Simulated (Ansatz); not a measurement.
Nudged elastic band run: H8N2OSi

Input:

```yaml
crystal:
  periodic: [false, false, false]
  atoms:
    - { symbol: Si, position_ang: [0.098015, -1.210177, 0.04296] }
    - { symbol: O, position_ang: [-1.092874, -0.635934, -0.98011] }
    - { symbol: H, position_ang: [-0.16848, -2.682154, 0.170027] }
    - { symbol: H, position_ang: [1.476002, -1.007377, -0.489188] }
    - { symbol: "N", position_ang: [0.051414, -0.348876, 1.525293] }
    - { symbol: H, position_ang: [-0.435433, 1.590391, -1.276868] }
    - { symbol: "N", position_ang: [0.209839, 2.199079, -0.772716] }
    - { symbol: H, position_ang: [-1.572407, -1.309265, -1.471015] }
    - { symbol: H, position_ang: [0.899301, -0.011478, 1.962232] }
    - { symbol: H, position_ang: [-0.732766, -0.374614, 2.165032] }
    - { symbol: H, position_ang: [1.140182, 1.905385, -1.069997] }
    - { symbol: H, position_ang: [0.127105, 1.885021, 0.194349] }
basis:
  gaussian: { orbitals: def2-SVP }
hamiltonian:
  xc: pbe0
  dispersion: d4
neb:
  order_check: false
  images: 7
  f_tol: 0.03
  max_iterations: 60
  spring: 50.0
  final_atoms:
    - { symbol: Si, position_ang: [1.02412719, -0.43456071, 0.15875947] }
    - { symbol: O, position_ang: [-2.15554059, 0.18233327, -0.45601875] }
    - { symbol: H, position_ang: [0.92077836, -1.54893964, -0.84282809] }
    - { symbol: H, position_ang: [2.41454347, -0.46624179, 0.71689722] }
    - { symbol: "N", position_ang: [-0.04350965, -0.4190826, 1.49617882] }
    - { symbol: H, position_ang: [-1.31613864, 0.61140853, -0.72289917] }
    - { symbol: "N", position_ang: [0.60324039, 0.97219129, -0.80324829] }
    - { symbol: H, position_ang: [-2.25164833, -0.53521919, -1.09122862] }
    - { symbol: H, position_ang: [0.17789171, -0.88026905, 2.36876901] }
    - { symbol: H, position_ang: [-1.0402846, -0.37889109, 1.28263799] }
    - { symbol: H, position_ang: [0.96017702, 1.01812572, -1.75370119] }
    - { symbol: H, position_ang: [0.70626167, 1.87914626, -0.3533194] }
  initial_path:
    images:
      - { positions_ang: [[0.098015, -1.210177, 0.04296], [-1.092874, -0.635934, -0.98011], [-0.16848, -2.682154, 0.170027], [1.476002, -1.007377, -0.489188], [0.051414, -0.348876, 1.525293], [-0.435433, 1.590391, -1.276868], [0.209839, 2.199079, -0.772716], [-1.572407, -1.309265, -1.471015], [0.899301, -0.011478, 1.962232], [-0.732766, -0.374614, 2.165032], [1.140182, 1.905385, -1.069997], [0.127105, 1.885021, 0.194349]] }
      - { positions_ang: [[0.19661028, -1.05271967, 0.05619256], [-1.18749854, -0.52317376, -0.84215356], [-0.01836197, -2.43913363, -0.08187798], [1.5923131, -0.85771213, -0.27738783], [0.02111229, -0.38730325, 1.57102644], [-0.54655443, 1.40504754, -1.18039214], [0.25554463, 1.96494828, -0.81731951], [-1.62763194, -1.15534834, -1.39612368], [0.80450764, -0.20538703, 2.08878429], [-0.81157622, -0.43294956, 2.10203174], [1.06487587, 1.75170054, -1.26580198], [0.2565573, 1.93203203, 0.04302066]] }
      - { positions_ang: [[0.29520555, -0.89526235, 0.06942512], [-1.28212309, -0.41041353, -0.70419713], [0.13175606, -2.19611327, -0.33378296], [1.7086242, -0.70804726, -0.06558765], [-0.00918942, -0.4257305, 1.61675987], [-0.65767586, 1.21970408, -1.08391629], [0.30125026, 1.73081756, -0.86192302], [-1.68285688, -1.00143168, -1.32123236], [0.70971428, -0.39929605, 2.21533658], [-0.89038644, -0.49128513, 2.03903147], [0.98956974, 1.59801607, -1.46160696], [0.38600961, 1.97904306, -0.10830768]] }
      - { positions_ang: [[0.39380083, -0.73780502, 0.08265768], [-1.37674763, -0.29765329, -0.56624069], [0.28187409, -1.9530929, -0.58568794], [1.8249353, -0.55838239, 0.14621252], [-0.03949113, -0.46415776, 1.66249331], [-0.76879729, 1.03436062, -0.98744043], [0.34695589, 1.49668683, -0.90652653], [-1.73808182, -0.84751502, -1.24634103], [0.61492093, -0.59320508, 2.34188887], [-0.96919667, -0.54962069, 1.97603121], [0.91426361, 1.44433161, -1.65741194], [0.51546191, 2.02605408, -0.25963602]] }
      - { positions_ang: [[0.49239611, -0.5803477, 0.09589024], [-1.47137218, -0.18489306, -0.42828426], [0.43199212, -1.71007254, -0.83759292], [1.94124639, -0.40871752, 0.35801269], [-0.06979284, -0.50258501, 1.70822674], [-0.87991872, 0.84901716, -0.89096457], [0.39266152, 1.26255611, -0.95113004], [-1.79330676, -0.69359835, -1.17144971], [0.52012757, -0.7871141, 2.46844116], [-1.04800689, -0.60795626, 1.91303094], [0.83895748, 1.29064715, -1.85321692], [0.64491421, 2.07306511, -0.41096436]] }
      - { positions_ang: [[0.62532888, -0.54390095, 0.11160754], [-1.64241428, -0.09308647, -0.43521788], [0.55418868, -1.66978931, -0.83890171], [2.05957066, -0.42309859, 0.44773382], [-0.06322205, -0.48170941, 1.65521476], [-0.9889737, 0.789615, -0.84894822], [0.44530624, 1.18996491, -0.9141596], [-1.90789215, -0.65400356, -1.15139444], [0.4345686, -0.81040284, 2.44352313], [-1.04607632, -0.55068997, 1.7554327], [0.86926237, 1.22251679, -1.82833798], [0.66025108, 2.0245854, -0.39655312]] }
      - { positions_ang: [[0.75826165, -0.5074542, 0.12732485], [-1.81345638, -0.00127989, -0.4421515], [0.67638524, -1.62950609, -0.8402105], [2.17789493, -0.43747965, 0.53745496], [-0.05665125, -0.4608338, 1.60220278], [-1.09802868, 0.73021284, -0.80693187], [0.49795096, 1.1173737, -0.87718917], [-2.02247755, -0.61440877, -1.13133917], [0.34900964, -0.83369158, 2.41860509], [-1.04414574, -0.49342367, 1.59783447], [0.89956725, 1.15438643, -1.80345905], [0.67558794, 1.97610569, -0.38214188]] }
      - { positions_ang: [[0.89119442, -0.47100745, 0.14304216], [-1.98449849, 0.09052669, -0.44908512], [0.7985818, -1.58922286, -0.84151929], [2.2962192, -0.45186072, 0.62717609], [-0.05008045, -0.4399582, 1.5491908], [-1.20708366, 0.67081068, -0.76491552], [0.55059567, 1.04478249, -0.84021873], [-2.13706294, -0.57481398, -1.11128389], [0.26345068, -0.85698031, 2.39368705], [-1.04221517, -0.43615738, 1.44023623], [0.92987214, 1.08625607, -1.77858012], [0.6909248, 1.92762598, -0.36773064]] }
      - { positions_ang: [[1.02412719, -0.43456071, 0.15875947], [-2.15554059, 0.18233327, -0.45601875], [0.92077836, -1.54893964, -0.84282809], [2.41454347, -0.46624179, 0.71689722], [-0.04350965, -0.4190826, 1.49617882], [-1.31613864, 0.61140853, -0.72289917], [0.60324039, 0.97219129, -0.80324829], [-2.25164833, -0.53521919, -1.09122862], [0.17789171, -0.88026905, 2.36876901], [-1.0402846, -0.37889109, 1.28263799], [0.96017702, 1.01812572, -1.75370119], [0.70626167, 1.87914626, -0.3533194]] }
```

Command:

```bash
$ ansatz run input.yaml --threads 2 --pin off --max-ram 3072MiB --backend cpu --events-out ev --progress --plain --runs-dir out
```

Output, in part (warnings, iteration lines, the closing report on the highest movable image, with atoms numbered from 0):

```
NEB end point (image 0): max|allowed force component| = 1.756e-2 eV/Å (the criterion of neb.relax_end_points is 1.000e-2)
NEB end point (image 8): max|allowed force component| = 2.515e-2 eV/Å (the criterion of neb.relax_end_points is 1.000e-2)
NEB iter   1: max|band force component| = 1.914e1 eV/Å  barrier→ = 3.4746 eV  barrier← = 3.3922 eV  Δτ_max = 0.2000 Å  (220 SCF iters)
NEB iter   2: max|band force component| = 4.368e0 eV/Å  barrier→ = 1.2482 eV  barrier← = 1.1658 eV  Δτ_max = 0.1995 Å  (191 SCF iters)
NEB iter   3: max|band force component| = 2.093e0 eV/Å  barrier→ = 1.0416 eV  barrier← = 0.9592 eV  Δτ_max = 0.1955 Å  (194 SCF iters)
NEB iter   4: max|band force component| = 1.336e0 eV/Å  barrier→ = 1.0377 eV  barrier← = 0.9553 eV  Δτ_max = 0.1722 Å  (181 SCF iters)
NEB iter   5: max|band force component| = 8.071e-1 eV/Å  barrier→ = 0.9945 eV  barrier← = 0.9122 eV  Δτ_max = 0.1585 Å  (182 SCF iters)
NEB iter   6: max|band force component| = 6.477e-1 eV/Å  barrier→ = 1.0343 eV  barrier← = 0.9519 eV  CI = image 5  Δτ_max = 0.1820 Å  (175 SCF iters)
NEB iter   7: max|band force component| = 3.926e-1 eV/Å  barrier→ = 0.9455 eV  barrier← = 0.8631 eV  CI = image 5  Δτ_max = 0.1842 Å  (175 SCF iters)
NEB iter   8: max|band force component| = 5.025e-1 eV/Å  barrier→ = 0.9016 eV  barrier← = 0.8192 eV  CI = image 5  Δτ_max = 0.0527 Å  (181 SCF iters)
NEB iter   9: max|band force component| = 3.182e-1 eV/Å  barrier→ = 0.8907 eV  barrier← = 0.8084 eV  CI = image 5  Δτ_max = 0.0914 Å  (171 SCF iters)
NEB iter  10: max|band force component| = 6.786e-1 eV/Å  barrier→ = 0.8888 eV  barrier← = 0.8064 eV  CI = image 5  Δτ_max = 0.0457 Å  (172 SCF iters)
NEB iter  11: max|band force component| = 6.212e-2 eV/Å  barrier→ = 0.8879 eV  barrier← = 0.8055 eV  CI = image 5  Δτ_max = 0.0288 Å  (168 SCF iters)
NEB iter  12: max|band force component| = 8.384e-2 eV/Å  barrier→ = 0.8872 eV  barrier← = 0.8049 eV  CI = image 5  Δτ_max = 0.0144 Å  (169 SCF iters)
NEB iter  13: max|band force component| = 4.937e-2 eV/Å  barrier→ = 0.8871 eV  barrier← = 0.8047 eV  CI = image 5  Δτ_max = 0.0144 Å  (158 SCF iters)
NEB iter  14: max|band force component| = 2.381e-2 eV/Å  barrier→ = 0.8871 eV  barrier← = 0.8047 eV  CI = image 5  Δτ_max = 0.0000 Å  (331 SCF iters)
Total energy: -13020.51592915 eV, -478.4951347736 hartree
Atom 0 at     0.449401    -0.491581     0.044158 Å, force     0.001693    -0.004650    -0.001102 eV/Å
Atom 1 at    -1.478416    -0.144394    -0.445904 Å, force    -0.002193    -0.000360     0.001153 eV/Å
Atom 2 at     0.437998    -1.591155    -0.982923 Å, force     0.001273     0.004186     0.002970 eV/Å
Atom 3 at     1.941374    -0.470223     0.367967 Å, force    -0.001154     0.000743    -0.000864 eV/Å
Atom 4 at    -0.103020    -0.506649     1.665089 Å, force    -0.000488    -0.000394    -0.006496 eV/Å
Atom 5 at    -0.790141     0.825633    -0.920179 Å, force     0.001839     0.000698     0.000056 eV/Å
Atom 6 at     0.378632     1.167949    -0.881040 Å, force     0.001407     0.001723    -0.004097 eV/Å
Atom 7 at    -1.803959    -0.768608    -1.103478 Å, force    -0.000275     0.000526     0.000219 eV/Å
Atom 8 at     0.528400    -0.633897     2.444132 Å, force    -0.001805    -0.000356     0.001651 eV/Å
Atom 9 at    -1.088110    -0.566473     1.886962 Å, force     0.001193     0.000035     0.004319 eV/Å
Atom 10 at     0.896327     1.201301    -1.757917 Å, force     0.000303    -0.001557     0.000570 eV/Å
Atom 11 at     0.631412     1.978098    -0.316867 Å, force    -0.001792    -0.000595     0.001621 eV/Å
Dipole moment:     0.008075     0.344770    -0.224714 e Å
```

The run converged. Another band between the same ends (7 images) ends at a top of the same energy, where a vibrational analysis finds 1 clearly imaginary mode. The orbitals stay closed-shell, which can raise the energy where a bond breaks towards radicals; this wasn't checked here.

Final band (atoms are numbered from 1 in the order of the input):

```tsv
image	path coordinate (Å)	energy (kcal/mol)	Si1–O2 (Å)	H6–N7 (Å)	Si1–N7 (Å)
0	0.00	0.0	1.67	1.02	3.51
1	0.88	0.6	1.67	1.02	3.44
2	1.77	4.6	1.68	1.02	3.12
3	2.65	8.3	1.72	1.02	2.19
4	3.53	11.6	1.77	1.02	2.05
5	4.42	20.5	2.02	1.22	1.90
6	5.07	7.6	2.53	1.69	1.79
7	5.73	2.5	3.06	1.92	1.76
8	6.39	1.9	3.30	1.95	1.76
```

Run time: 6 min on 2 threads of Arm Neoverse N1, with other jobs on the host, peak memory 0.21 GiB.
